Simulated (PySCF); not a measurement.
## Partial charges of 3-chlorophenol

Species: 3-chlorophenol, C6H5ClO.
Bonds: O1–C2, C2–C3 (aromatic), C3–C4 (aromatic), C4–C5 (aromatic), C5–C6 (aromatic), C6–Cl7, C6–C8 (aromatic), C2–C8 (aromatic). Hydrogens: H9 on O1; H10 on C3; H11 on C4; H12 on C5; H13 on C8.

Density: PBE0/pcSseg-1 (PySCF); schemes: Mulliken, IAO, Hirshfeld and ESP-fitted. The structure is a single PBE0-D3(BJ)/def2-SVP conformer in the gas phase; no vibrational or solvent corrections.

Q: Give the atomic charges in each scheme.

A: In e:

```json
{"atom": "O1", "environment": "phenol-type oxygen", "Mulliken": "-0.369", "IAO": "-0.464", "Hirshfeld": "-0.177", "ESP-fitted": "-0.567"}
{"atom": "C2", "environment": "aromatic carbon bearing oxygen", "Mulliken": "+0.180", "IAO": "+0.226", "Hirshfeld": "+0.081", "ESP-fitted": "+0.390"}
{"atom": "C3", "environment": "aromatic CH carbon", "Mulliken": "-0.094", "IAO": "-0.194", "Hirshfeld": "-0.071", "ESP-fitted": "-0.252"}
{"atom": "C4", "environment": "aromatic CH carbon", "Mulliken": "-0.083", "IAO": "-0.130", "Hirshfeld": "-0.039", "ESP-fitted": "-0.201"}
{"atom": "C5", "environment": "aromatic CH carbon", "Mulliken": "+0.035", "IAO": "-0.188", "Hirshfeld": "-0.075", "ESP-fitted": "-0.088"}
{"atom": "C6", "environment": "aromatic C–Cl carbon", "Mulliken": "-0.245", "IAO": "+0.004", "Hirshfeld": "+0.016", "ESP-fitted": "-0.014"}
{"atom": "Cl7", "environment": "aryl chlorine", "Mulliken": "-0.086", "IAO": "-0.034", "Hirshfeld": "-0.035", "ESP-fitted": "-0.072"}
{"atom": "C8", "environment": "aromatic CH carbon", "Mulliken": "0.000", "IAO": "-0.232", "Hirshfeld": "-0.092", "ESP-fitted": "-0.283"}
{"atom": "H9", "environment": "phenol-type hydroxyl hydrogen", "Mulliken": "+0.239", "IAO": "+0.367", "Hirshfeld": "+0.184", "ESP-fitted": "+0.430"}
{"atom": "H10", "environment": "aromatic hydrogen", "Mulliken": "+0.109", "IAO": "+0.165", "Hirshfeld": "+0.054", "ESP-fitted": "+0.190"}
{"atom": "H11", "environment": "aromatic hydrogen", "Mulliken": "+0.108", "IAO": "+0.160", "Hirshfeld": "+0.057", "ESP-fitted": "+0.172"}
{"atom": "H12", "environment": "aromatic hydrogen", "Mulliken": "+0.100", "IAO": "+0.164", "Hirshfeld": "+0.051", "ESP-fitted": "+0.136"}
{"atom": "H13", "environment": "aromatic hydrogen", "Mulliken": "+0.106", "IAO": "+0.155", "Hirshfeld": "+0.046", "ESP-fitted": "+0.159"}
```

Mean size of the charges over all atoms: ESP-fitted 0.227 e, IAO 0.191 e, Mulliken 0.135 e, Hirshfeld 0.075 e. Each set sums to the total charge, 0, to within 0.001 e. The Mulliken scheme counts on each atom the diagonal of the density matrix times the overlap matrix over that atom's basis functions. The Hirshfeld scheme divides the density at each point in proportion to the densities of the neutral, spherically averaged free atoms.

Lowest charge. All schemes agree: Mulliken O1 (-0.369); IAO O1 (-0.464); Hirshfeld O1 (-0.177); ESP-fitted O1 (-0.567).

Highest charge. All schemes agree: Mulliken H9 (+0.239); IAO H9 (+0.367); Hirshfeld H9 (+0.184); ESP-fitted H9 (+0.430).

Q: How many electrons does the ESP-fitted scheme count on O1?

A: Z − q = 8 − (-0.567) = 8.567.

Q: Sum the charges by element, for elements with more than one atom.

A: 
```
element  atoms  Mulliken     IAO  Hirshfeld  ESP-fitted
      C      6    -0.207  -0.514     -0.181      -0.447
      H      5    +0.662  +1.011     +0.392      +1.087
```

Conformer computed: `[OH:1][c:2]1[cH:3][cH:4][cH:5][c:6]([Cl:7])[cH:8]1`: H–O1–C2–C3 180°.
